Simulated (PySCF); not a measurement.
**Polarisability and C₆ of Si⁺ (silicon, charge +1)**

[Ne] 3s2 3p1, 2P determinant. All numbers are calculated (PySCF 2.14, the non-relativistic Hamiltonian (point nucleus), in aug-cc-pV(5+d)Z). Coupled (time-dependent) response in atomic units; α is the mean over directions.

```csv
method,mean α (bohr³),"α xx, yy, zz",C₆ (like pair),S(−4)
UHF,19.56,"19.17, 20.36, 19.17",105.2,156.4
PBE,19.12,"18.46, 20.43, 18.46",101.0,150.8
PBE0,19.09,"18.56, 20.17, 18.56",101.1,148.6
```

S(−4) is the Cauchy moment in α(ω) = α(0) + S(−4) ω² + …

α(iu) at PBE:

```json
{"u (hartree)": "0", "α(iu) (bohr³)": "19.12"}
{"u (hartree)": "0.0500", "α(iu) (bohr³)": "18.75"}
{"u (hartree)": "0.100", "α(iu) (bohr³)": "17.73"}
{"u (hartree)": "0.200", "α(iu) (bohr³)": "14.60"}
{"u (hartree)": "0.300", "α(iu) (bohr³)": "11.35"}
{"u (hartree)": "0.500", "α(iu) (bohr³)": "6.728"}
{"u (hartree)": "0.750", "α(iu) (bohr³)": "3.836"}
{"u (hartree)": "1.00", "α(iu) (bohr³)": "2.451"}
{"u (hartree)": "1.50", "α(iu) (bohr³)": "1.273"}
{"u (hartree)": "2.00", "α(iu) (bohr³)": "0.8051"}
{"u (hartree)": "3.00", "α(iu) (bohr³)": "0.4355"}
{"u (hartree)": "5.00", "α(iu) (bohr³)": "0.2094"}
```

For an ion, C₆ is the dispersion term alone; charge-induced terms of lower order in 1/R come first.

The components differ because the open shell of this determinant is not spherical; for a pure term their mean is the scalar polarisability.
